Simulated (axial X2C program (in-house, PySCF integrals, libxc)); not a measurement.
GaF⁺: nuclear properties from DFT to coupled cluster

Computed with an axial X2C code built on PySCF integrals: two-component X2C with atomic mean-field Coulomb and Gaunt terms, Gaussian nuclei, basis Ga dyall-acv3z, F dyall-av3z with contracted cores.

R = 1.703 Å (near the PBE0 minimum at charge 1 of the determinant lowest at the starting distance; the state shown can have its own minimum elsewhere); state Ω = 1/2 (⟨Sz⟩ = 0.50, ⟨Lz⟩ = 0.00 at PBE0).

```csv
level,Eeff magnitude (GV/cm),Ws magnitude Ga (kHz),A∥/gI Ga (MHz),qzz Ga (a.u.),A∥/gI F (MHz)
PBE0,3.99,3.41,5010,-2.41,171
HF,4.28,3.65,5190,-3.27,161
B3LYP,3.93,3.36,4910,-2.23,187
```

Eeff is the effective electric field on the electron electric dipole moment in this Ω state and Ws the scalar–pseudoscalar constant of the nucleus named (defined with the proton number Z and per Ω); A∥ (defined per Ω) follows by multiplying with gI = μI/(I μN); qzz is the electric field gradient, eQq0 = 234.96 MHz × Q/barn × qzz. The operators were transformed with the bare-nucleus X2C matrices; with these basis sets, hyperfine constants and field gradients can be off by tens of per cent, and where levels differ in sign neither size nor sign is settled.

Finite-field MP2, CCSD and CCSD(T), with 19 electrons correlated in 130 natural virtual spinors (MP2 remainder added):

```csv
level,Eeff magnitude (GV/cm),Ws magnitude Ga (kHz),A∥/gI Ga (MHz),qzz Ga (a.u.),A∥/gI F (MHz)
MP2,4.24,3.64,5470,-2.89,137
CCSD,4.2,3.6,5200,-2.86,158
CCSD(T),4.12,3.52,5150,-2.75,161
```

T1 = 0.017 (Lee–Taylor). One unrestricted determinant, the lowest of a limited PBE0 search, is the reference; the functionals treat spin collinearly. Correlation of the inner shells is missing, which matters for properties at the nucleus. Number of frozen shells: Ga 3 s, 2 p; F 1 s.

**Question.** By how much does correlation change each value, CCSD(T) against HF?

**Answer.** Eeff magnitude -4 %; Ws magnitude Ga -4 %; A∥/gI Ga -1 %; qzz Ga -16 %; A∥/gI F 0 %.
